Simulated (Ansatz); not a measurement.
```yaml
crystal:
  periodic: [false, false, false]
  atoms:
    - {symbol: K, position_ang: [0.965054, -0.322288, 0.494575]}
    - {symbol: H, position_ang: [-0.965054, 0.322288, -0.494575]}
basis:
  gaussian: {orbitals: ANO-RCC-VTZP}
magnetization: {spin_polarized: true, initial_magnetization: 4}
hamiltonian: {xc: {name: B2GP-PLYP}}
output: {forces: true}
```

```sh
$ ansatz run in.yaml --threads 2 --pin off --events-out ev --progress --plain --max-ram 32768MiB --backend cpu
```

Shortened log:

```
Functional definition: B2GP-PLYP
320 factors; integrals over basis functions are off by at most 8.6e-4 eV
mean field evaluation 1: about -16365.2434 eV, gradient 5.4e1 eV
mean field evaluation 2: about -16365.5795 eV, gradient 5.4e1 eV
mean field evaluation 4: about -16372.5273 eV, gradient 1.3e0 eV
mean field evaluation 8: about -16372.5812 eV, gradient 1.2e-1 eV
mean field evaluation 16: about -16372.5820 eV, gradient 6.0e-4 eV
mean field -16373.19413553 eV, -601.7037863312 hartree, gradient 3.6e-7 eV, S^2 6.005059; 12 other end points of the search recorded, 0 dependent functions left out
5 core orbitals not correlated: weight in the atoms' cores, before any rotation towards them, 1.000 or more for the frozen orbitals, at most 0.000 for the correlated occupied ones
reference -16373.19424317 eV, -601.7037902868 hartree; 7, 3 occupied and 40, 44 virtual orbitals, 320 factors
second order -5.80020774 eV of doubles, -0.00000000 eV of singles
Total energy: -16375.28231796 eV, -601.7805256199 hartree
Relativity: scalar
Atom 0 at     0.965054    -0.322288     0.494575 Å, force     0.686777    -0.229355     0.351962 eV/Å
Atom 1 at    -0.965054     0.322288    -0.494575 Å, force    -0.686777     0.229355    -0.351962 eV/Å
Dipole moment:    -0.292895     0.097815    -0.150104 e Å
```

(1) Something in this input is off. What?

Results:

(1) The spin is set far too high for this molecule. The run converged. The result belongs to that input, not to the molecule as meant.
